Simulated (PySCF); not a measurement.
Relative stability

The two ends of one reaction step of GeH4O, singlet (PBE0-D4/def2-TZVP).

A:

| atom | x (Å) | y (Å) | z (Å) |
| --- | --- | --- | --- |
| Ge1 | -0.0680 | 0.7748 | -1.0991 |
| O2 | -0.5077 | -0.8868 | 0.3194 |
| H3 | -0.0463 | -0.6723 | 1.1370 |
| H4 | -0.6361 | 1.7191 | 0.0531 |
| H5 | 1.3948 | 0.7933 | -0.4387 |
| H6 | -0.1234 | -1.7050 | -0.0110 |

B:

```tsv
atom	x (Å)	y (Å)	z (Å)
Ge1	-0.1189	0.4723	-1.0018
O2	-0.6975	-1.1765	-0.5967
H3	0.8775	0.8016	1.4101
H4	-1.1391	1.1630	0.0178
H5	1.5164	0.7139	1.0215
H6	-0.2225	-1.8451	-1.0975
```

Computed with PySCF 2.14 with density fitting (its default auxiliary sets; JK sets also for MP2 and CCSD(T)) (basis: def2-TZVPP); correlated methods freeze the cores. Filled d shells of the heavier atoms are correlated. The def2 sets are not built for correlating such inner shells, so the correlated values are less sure here. B3LYP uses VWN-RPA correlation.

Question: Which structure is lower at CCSD(T), and by how much? (An estimate is asked for; the value comes from the calculation.)

Answer: The calculation gives: B, by 2.25 kcal/mol (electronic energy, against the other). By their contacts, A is GeH₄O ([OH2][GeH2]) and B is a complex of GeH₂O ([OH][GeH]) + H₂.

Question: Do the other methods give the same order? (Judge from chemistry; the calculation decides.)

Answer: By the calculation: Not all: SPW92 gives the other order.

```json
{"method": "SPW92", "E(B) − E(A) (kcal/mol)": "1.10"}
{"method": "PBE-D4", "E(B) − E(A) (kcal/mol)": "-3.21"}
{"method": "r2SCAN-D4", "E(B) − E(A) (kcal/mol)": "-2.32"}
{"method": "PBE0-D4", "E(B) − E(A) (kcal/mol)": "-0.68"}
{"method": "B3LYP-D4", "E(B) − E(A) (kcal/mol)": "-3.64"}
{"method": "BHLYP-D4", "E(B) − E(A) (kcal/mol)": "-1.27"}
{"method": "wB97M-V", "E(B) − E(A) (kcal/mol)": "-1.85"}
{"method": "HF", "E(B) − E(A) (kcal/mol)": "-0.25"}
{"method": "MP2", "E(B) − E(A) (kcal/mol)": "-3.46"}
{"method": "CCSD", "E(B) − E(A) (kcal/mol)": "-1.42"}
{"method": "CCSD(T)", "E(B) − E(A) (kcal/mol)": "-2.25"}
```

T1 diagnostic: at most 0.015.

Labels in which every atom is bracketed show which atoms are joined, not bond orders.

For scale, one of the runs: CCSD(T)/def2-TZVPP, 135 basis functions, launched by `OMP_NUM_THREADS=4 python run.py`. Hardware: 4 CPU threads of an Arm Neoverse V2, shared host. Wall time 79 s; peak host memory 0.86 GiB.
